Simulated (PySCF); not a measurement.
Correlation energy of C⁺ (carbon, charge +1)

[He] 2s2 2p1, 2P determinant. All numbers are calculated (PySCF 2.14, no relativity, point nucleus, in def2-SVP). Frozen: 1s2; 3 electrons correlated.

MP2 pair energies summed by pair of shells (mhartree):

| pair | energy | share (%) |
| --- | --- | --- |
| 2s-2s | -25.82 | 61.8 |
| 2s-2p | -15.98 | 38.2 |

Total MP2 correlation energy: -41.80 mhartree.

Same-spin part -2.37 and opposite-spin part -39.43 mhartree; SCS-MP2 scales them by 1/3 and 6/5 to -48.10 mhartree.

| level | correlation energy (mhartree) |
| --- | --- |
| CCSD | -66.66 |
| (T) | -0.74 |
| CCSD(T) | -67.40 |

Diagnostics: T1 = 0.0084, D1 = 0.0155, largest double amplitude 0.142.

Cost of the coupled-cluster step: 0.12 s of wall time on 1 thread of AMD EPYC 7R43 64-Core Processor (shared host), for 3 correlated electrons.

Iterations:

```
CC2 = 0
CCSD nocc = (np.int64(2), np.int64(1)), nmo = (13, 13)
frozen orbitals [[0], [0]]
max_cycle = 100
direct = 0
conv_tol = 1e-08
conv_tol_normt = 1e-06
diis_space = 8
diis_start_cycle = 0
Init t2, MP2 energy = -0.041798863360769
Init E_corr(UCCSD) = -0.0417988633608145
cycle = 1  E_corr(UCCSD) = -0.0558511046170684  dE = -0.0140522413  norm(t1,t2) = 0.0564404
cycle = 2  E_corr(UCCSD) = -0.0614713000410977  dE = -0.00562019542  norm(t1,t2) = 0.0279538
cycle = 3  E_corr(UCCSD) = -0.0667449957121332  dE = -0.00527369567  norm(t1,t2) = 0.0146066
cycle = 4  E_corr(UCCSD) = -0.0666351990315473  dE = 0.000109796681  norm(t1,t2) = 0.00102896
cycle = 5  E_corr(UCCSD) = -0.0666712879930126  dE = -3.60889615e-05  norm(t1,t2) = 0.000163304
cycle = 6  E_corr(UCCSD) = -0.0666532250939698  dE = 1.8062899e-05  norm(t1,t2) = 4.32148e-05
cycle = 7  E_corr(UCCSD) = -0.0666601139949048  dE = -6.88890093e-06  norm(t1,t2) = 1.74528e-05
cycle = 8  E_corr(UCCSD) = -0.0666595104826707  dE = 6.03512234e-07  norm(t1,t2) = 2.51762e-06
cycle = 9  E_corr(UCCSD) = -0.0666593850480341  dE = 1.25434637e-07  norm(t1,t2) = 3.95353e-07
cycle = 10  E_corr(UCCSD) = -0.0666593964325301  dE = -1.13844959e-08  norm(t1,t2) = 3.4878e-08
cycle = 11  E_corr(UCCSD) = -0.0666593943228016  dE = 2.1097285e-09  norm(t1,t2) = 1.47408e-08
UCCSD converged
E(UCCSD) = -37.31085048484056  E_corr = -0.06665939432280156
UCCSD(T) correction = -0.000737414055546725
```
